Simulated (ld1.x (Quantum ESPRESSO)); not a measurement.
Logarithmic derivatives: bismuth (Bi), TM

bismuth, norm-conserving Troullier–Martins (Kleinman–Bylander form), made with ld1.x (Quantum ESPRESSO) 7.5 (PBEsol, scalar-relativistic). Core [Xe] 4f14, reference 5d10 6s2 6p1 (charge +2). Waves: 6p (bound): rc 1.75 bohr; 5d (bound): rc 1.35 bohr; 6s (bound): rc 1.75 bohr. Local part: the s channel. Core correction: a·sin(br)/r model core inside 1.10 bohr.

The phase is arctan(r·u′/u) with u = r·R(r), unwrapped; energies in Ry, scanned from -5 to 5 Ry. A pole is an energy at which the radial function vanishes at the test radius. The pseudo phase is shifted by a multiple of π to meet the all-electron one at the reference energy, and phase errors are pseudo minus all-electron; the curves can meet again beyond the range given. Levels narrower than the energy grid can be missing from the lists of poles.

Problem. For each channel, where are the poles, and over which energies does the pseudopotential scatter like the atom?

Solution.

```
channel  radius (bohr)  reference energy (Ry)  poles, all-electron  poles, pseudo  unbroken range about the reference energy with phases within 0.05 rad  phase error 1 Ry above the reference energy (rad)
      s           1.89                  -2.26                 3.08           2.17                                                              below 2.6                                             -0.009
      p           1.89                  -1.41                 none           4.36                                                             below -0.3                                             -0.041
      d           1.89                  -3.27                -2.40          -2.36                                                              below 0.3                                             +0.009
```

Note: ghost state, extra bound levels that the all-electron valence spectrum of the same l lacks: p at -1246.9 eV. A true bound ghost makes a file unfit for plane-wave use.

Phases in the s channel:

| E (Ry) | all-electron | pseudo |
| --- | --- | --- |
| -5.00 | 1.149 | 1.140 |
| -4.74 | 1.117 | 1.108 |
| -4.48 | 1.079 | 1.070 |
| -4.22 | 1.033 | 1.024 |
| -3.96 | 0.975 | 0.966 |
| -3.70 | 0.902 | 0.893 |
| -3.44 | 0.806 | 0.798 |
| -3.18 | 0.680 | 0.673 |
| -2.92 | 0.510 | 0.505 |
| -2.66 | 0.286 | 0.284 |
| -2.40 | 0.012 | 0.011 |
| -2.14 | -0.284 | -0.284 |
| -1.88 | -0.555 | -0.557 |
| -1.62 | -0.773 | -0.778 |
| -1.36 | -0.938 | -0.946 |
| -1.10 | -1.061 | -1.072 |
| -0.84 | -1.155 | -1.168 |
| -0.58 | -1.227 | -1.242 |
| -0.32 | -1.284 | -1.301 |
| -0.06 | -1.330 | -1.349 |
| 0.20 | -1.368 | -1.389 |
| 0.46 | -1.400 | -1.423 |
| 0.72 | -1.427 | -1.452 |
| 0.98 | -1.450 | -1.478 |
| 1.24 | -1.471 | -1.501 |
| 1.50 | -1.489 | -1.522 |
| 1.76 | -1.506 | -1.542 |
| 2.02 | -1.521 | -1.560 |
| 2.28 | -1.534 | -1.578 |
| 2.54 | -1.547 | -1.596 |
| 2.80 | -1.559 | -1.613 |
| 3.06 | -1.570 | -1.631 |
| 3.32 | -1.580 | -1.649 |
| 3.58 | -1.590 | -1.669 |
| 3.84 | -1.600 | -1.690 |
| 4.10 | -1.609 | -1.715 |
| 4.36 | -1.618 | -1.743 |
| 4.62 | -1.627 | -1.778 |
| 4.88 | -1.636 | -1.821 |
